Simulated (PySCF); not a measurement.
Ligands exchanged one at a time, Sn Cl-C2H5. All species are isolated molecules in the gas phase. One relaxed conformer stands for each flexible species; it need not be the lowest. Strings in code marks are SMILES.

The S1 excitation (TDA) from two functionals at the same geometries (PBE0-D3(BJ)/def2-SVP), both in PySCF: PBE-D3(BJ)/def2-TZVP and PBE0-D3(BJ)/def2-TZVP. Excitations are Tamm–Dancoff values on a coarser integration grid. The basis has no diffuse functions, so Rydberg states are missing or too high.

```csv
species,PBE-D3(BJ)/def2-TZVP (eV)
0 of 4 Cl replaced by C2H5 (`[Cl][Sn]([Cl])([Cl])[Cl]`),4.10
1 of 4 Cl replaced by C2H5 (`[Cl][Sn]([Cl])([CH2]C)[Cl]`),4.71
2 of 4 Cl replaced by C2H5,5.43
```

### Question
What does PBE0-D3(BJ)/def2-TZVP give for each?

### Answer

- 0 of 4 Cl replaced by C2H5 (`[Cl][Sn]([Cl])([Cl])[Cl]`): 4.92
- 1 of 4 Cl replaced by C2H5 (`[Cl][Sn]([Cl])([CH2]C)[Cl]`): 5.55
- 2 of 4 Cl replaced by C2H5: 6.11
Over these rows, drawn at random from the members with no instability flagged (it was tested for open shells, ions and some series alone), PBE minus PBE0-D3(BJ): mean -0.78 eV, from -0.84 eV to -0.68 eV.
